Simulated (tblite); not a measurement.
A tight-binding relaxation on `CN[SiH2]C#C[C@H](F)[SiH2]C`.

Computed with GFN2-xTB geometry optimisation, gas phase (tblite 0.8.0). Start geometry: from a force field or distance geometry. A driver script takes a list of jobs; this job's settings line and coordinates (Å) are shown.

Command:
```bash
OMP_NUM_THREADS=1 python probes_run.py task.json out
```

Input:
```
{"job": {"kind": "relax", "xc": "GFN2-xTB", "basis": "xTB"}, "charge": 0, "multiplicity": 1}
C     -3.537000    -0.720300    -0.545900
N     -3.604200    -0.032100     0.721700
Si    -2.249100     1.158300     0.747100
C     -0.734900     0.241800     0.383500
C      0.282000    -0.377500     0.155400
C      1.519400    -1.111400    -0.168600
F      1.914300    -1.743700     0.990700
Si     2.773400     0.213000    -0.647700
C      3.944900     0.331600     0.817100
H     -2.831200    -0.267100    -1.256900
H     -4.528000    -0.774400    -1.052000
H     -3.207200    -1.759600    -0.357000
H     -4.507800     0.434100     0.879000
H     -2.075300     1.822200     2.019700
H     -2.579900     2.113400    -0.356800
H      1.379300    -1.824800    -0.969900
H      2.047200     1.454600    -0.861300
H      3.492400    -0.177000    -1.869700
H      4.471300     1.293400     0.764400
H      4.673200    -0.476200     0.797400
H      3.348100     0.218500     1.750600
```

Output:
```
step      E/eV     max force
  0    -757.86194    1.897
  1    -758.02150    2.171
  2    -757.99479    4.617
  3    -758.10668    0.772
  4    -758.13774    0.508
  5    -758.18851    0.960
  6    -758.21483    0.729
  7    -758.24174    0.424
  8    -758.26644    0.487
  9    -758.29329    0.685
... (191 lines left out)
201    -758.57406    0.012
202    -758.57409    0.012
203    -758.57412    0.017
204    -758.57415    0.016
205    -758.57419    0.015
206    -758.57422    0.012
207    -758.57425    0.014
208    -758.57428    0.014
209    -758.57431    0.010
210    -758.57434    0.010
```

«max force» is the largest atomic force in eV/Å.

Q: From which step on does the largest force stay under 0.1 eV/Å, and how much energy is left to gain from there?

A: From step 141 (0.072 eV/Å), 13.2 meV above the end.

Main results: energy lowered by 16.4 kcal/mol over 210 steps; largest atomic force 0.010 eV/Å at the end.

Q: Where do the atoms end?

A: 0.923 Å rms from the input after alignment:
```
atom  x, y, z in Å
C1    -4.0187   -0.4262   -0.4860
N2    -3.4254    0.0807    0.7275
Si3   -1.9734    1.0032    0.7589
C4    -0.4487    0.1118    0.1870
C5     0.5085   -0.5092   -0.2067
C6     1.6953   -1.2195   -0.6122
F7     1.9621   -2.2620    0.2815
Si8    3.2454   -0.0576   -0.6575
C9     3.3880    0.7971    1.0244
H10   -3.8888    0.3097   -1.2770
H11   -5.0880   -0.5943   -0.3400
H12   -3.5631   -1.3665   -0.8184
H13   -3.6055   -0.5334    1.5079
H14   -1.7952    1.3719    2.1643
H15   -2.1772    2.1256   -0.1633
H16    1.5271   -1.7040   -1.5818
H17    3.0090    0.8963   -1.7466
H18    4.3925   -0.9248   -0.9411
H19    4.2282    1.4850    1.0456
H20    3.5326    0.0724    1.8218
H21    2.4863    1.3610    1.2524
```

On one thread of an Arm Neoverse V2, shared host, this took 1.8 s of wall time.
Labels such as C1 count atoms from 1, the log's own numbers from 0.
